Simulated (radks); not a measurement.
Question: The mean radii <r> (bohr) of the occupied orbitals of an atom or ion are listed with their occupations. Calculated with a radial shooting solver on a logarithmic mesh with Libxc functionals: Dirac Kohn-Sham, BLYP, spin-unpolarised, spherical densities, point nucleus.

| orbital | occ. | <r> |
|---|---|---|
| 1s1/2 | 2 | 0.01658 |
| 2s1/2 | 2 | 0.06922 |
| 2p1/2 | 2 | 0.05691 |
| 2p3/2 | 4 | 0.06558 |
| 3s1/2 | 2 | 0.1786 |
| 3p1/2 | 2 | 0.1689 |
| 3p3/2 | 4 | 0.1842 |
| 3d3/2 | 4 | 0.1601 |
| 3d5/2 | 6 | 0.1647 |
| 4s1/2 | 2 | 0.3671 |
| 4p1/2 | 2 | 0.3640 |
| 4p3/2 | 4 | 0.3877 |
| 4d3/2 | 4 | 0.3771 |
| 4d5/2 | 1 | 0.3837 |

Name the element and its charge. Open shells, if any, fill j = l - 1/2 first.

Answer: Z = 80, mercury, charge +39: Hg39+ in [Kr] 4d5. The 1s radius gives Z: for a bare nucleus <r> = (2 gamma + 1)/(2Z) with gamma = sqrt(1 - (Z/c)^2), 0.0164 bohr for Z = 80, and screening makes it slightly larger (0.01658 here). The occupations add up to 41, and the charge is Z minus that.
